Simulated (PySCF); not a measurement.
# SnO₂ at several levels of theory

All levels use the PBE0 minimum (singlet; Sn–O 1.799 Å (×2); O–Sn–O 180.0°), basis [Sn def2-TZVP with ECP28, O def2-TZVP], scalar-relativistic core potentials, density fitting, no spin–orbit coupling, PySCF. For vertical energies the ionised species is a doublet (spins chosen at PBE0 and kept) and the electron-attached one a doublet. Atomisation goes to high-spin ground-configuration atoms, without zero-point energy. Open shells are unrestricted, also as the reference of the correlated levels. A dash marks a value that was not computed or is not defined at that level.

```
  level  atomisation (kJ/mol)  vertical IP (eV)  vertical EA (eV)  −ε(HOMO) (eV)  gap (eV)
   PBE0                   749             10.76              1.04           8.60      5.48
     HF                     ?                 ?                 ?              ?         ?
    MP2                   852             12.76              0.89              –         –
    PBE                   888             10.62              0.95           7.12      3.05
  B3LYP                   764             10.84              1.13           8.38      4.91
 r2SCAN                   805             10.66              1.06           7.44      3.50
  TPSSh                   773             10.60              0.93           7.76      4.22
r2SCANh                     ?                 ?                 ?              ?         ?
   TPSS                   824             10.53              0.89           7.18      3.27
```

(1) Fill in the row of r2SCANh.

(2) Fill in the row of HF.

Answers

(1) atomisation (kJ/mol) 756, vertical IP (eV) 10.71, vertical EA (eV) 1.10, −ε(HOMO) (eV) 8.00, gap (eV) 4.42.

(2) atomisation (kJ/mol) 135, vertical IP (eV) 9.16, vertical EA (eV) 0.45, −ε(HOMO) (eV) 12.43, gap (eV) 12.82.

Spin contamination in at least one species weakens the values at: HF, MP2.

Without diffuse functions attachment energies tend to come out too low.
